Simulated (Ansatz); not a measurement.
Basis-set extrapolation for CH9BOSi2 (`BCO[SiH2][SiH3]`) (PBE0-D4/def2-TZVP geometry, frozen core, Ansatz 0.2.0). Multiplicity 1, RHF reference.

```
                      def2-TZVPP   def2-QZVPP
                 HF  -720.598592  -720.623704
    MP2 correlation    -0.758222    -0.813289
CCSD(T) correlation    -0.856438      not run
```

Energies in hartree. Use E(X) = E(∞) + A·exp(−7.88·√X) for Hartree–Fock and E(X) = E(∞) + B·X^(−2.97) for correlation, with X = 3 and 4, and add CCSD(T) minus MP2 of the smaller set to the MP2 limit.

Q: What is the CCSD(T) energy at the basis-set limit?

A: HF limit: -720.623704 + (-0.025112) × 0.13774 = -720.62716. MP2 limit: -0.813289 + (-0.055067) × 0.74074 = -0.85408. Higher-order term: -0.856438 − (-0.758222) = -0.09822. Total: -721.57946 hartree, 326.7 kJ/mol below CCSD(T)/def2-TZVPP.
